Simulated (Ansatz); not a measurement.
Reaction: CH4BF (SMILES CBF) → CH3BF (SMILES B([CH2])F, doublet) + H (doublet) (the C-H bond breaks)
Each species at its own B3LYP-D3(BJ)/def2-TZVP minimum (Ansatz, a quantum-chemistry and plane-wave program).

Quantity: bond dissociation energy (electronic), in kcal/mol. UHF or UKS for unpaired electrons; spin-orbit terms are left out. CBS(X,Y): correlation extrapolated as X^-3, Hartree-Fock from the larger set. A bracket is a step between two methods taken in the basis named. The functionals are non-relativistic, so their misses hold any scalar relativity. Double hybrids freeze cores in their MP2 part. '+ core + X2C': CCSD(T) terms for core correlation (cc-pwCVTZ) and scalar relativity (cc-pVTZ-DK). For partners of very few electrons the exact lower level stands in for a higher one.

CCSD(T)/CBS(cc-pVTZ,cc-pVQZ) + [CCSDT(Q) - CCSD(T)]/cc-pVDZ + core + X2C (Ansatz) gives 103.9 kcal/mol.

Question: What does PBE/def2-TZVPD (Ansatz) give here, and how do the other levels compare?

Answer: PBE gives 100.3 kcal/mol, 3.6 kcal/mol below it. Differences of the others: r2SCAN/def2-TZVPD (Ansatz) -4.9; B3LYP/def2-TZVPD (Ansatz) -3.0; PBE0/def2-TZVPD (Ansatz) -3.9; wB97M-V/def2-TZVPD (Ansatz) -1.0; B2PLYP/def2-TZVPD (Ansatz) -3.0; CCSD(T)/CBS(cc-pVTZ,cc-pVQZ) + core + X2C (Ansatz) 0.0 kcal/mol. Nearer than PBE: B3LYP/def2-TZVPD, wB97M-V/def2-TZVPD, B2PLYP/def2-TZVPD, CCSD(T)/CBS(cc-pVTZ,cc-pVQZ) + core + X2C.
